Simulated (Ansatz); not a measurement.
Ansatz (a first-principles code) input (r2SCAN/def2-TZVPP): A basis named .json is the Basis Set Exchange file of that set (core-valence sets with the plain set on hydrogen).

Ansatz 0.2 input:
```yaml
crystal:
  periodic: [false, false, false]
  atoms:
    - {symbol: S, position_ang: [0.00000000, 0.00000000, 0.00000000]}
basis:
  gaussian:
    orbitals: def2-TZVPP
    fitting: {mean_field: def2-universal-JFIT.json}
hamiltonian:
  xc: {name: r2SCAN}
magnetization: {spin_polarized: true, initial_magnetization: 2}
scf: {lower_state_search: full}
```

Output:

```
Functional definition: r2SCAN
integrals: 0.00 GiB planned
51 factors; integrals over basis functions are off by at most 6.6e0 eV
mean field: 0.09 GiB planned
mean field evaluation 1: about -10832.2486 eV, gradient 5.3e0 eV
mean field evaluation 2: about -10832.2461 eV, gradient 5.3e0 eV
mean field evaluation 4: about -10832.4084 eV, gradient 7.4e-1 eV
mean field evaluation 8: about -10832.4101 eV, gradient 2.8e-3 eV
mean field evaluation 16: about -10832.0444 eV, gradient 7.4e0 eV
mean field evaluation 32: about -10832.4088 eV, gradient 2.7e-1 eV
mean field evaluation 64: about -10832.4124 eV, gradient 2.2e-2 eV
mean field -10832.41014647 eV, -398.0837304113 hartree, gradient 6.8e-6 eV, S^2 2.006896; 8 other end points of the search recorded, 0 dependent functions left out
reference -10832.41015324 eV, -398.0837306602 hartree; 9, 7 occupied and 33, 35 virtual orbitals, 51 factors
Total energy: -10832.41015324 eV, -398.0837306602 hartree
```
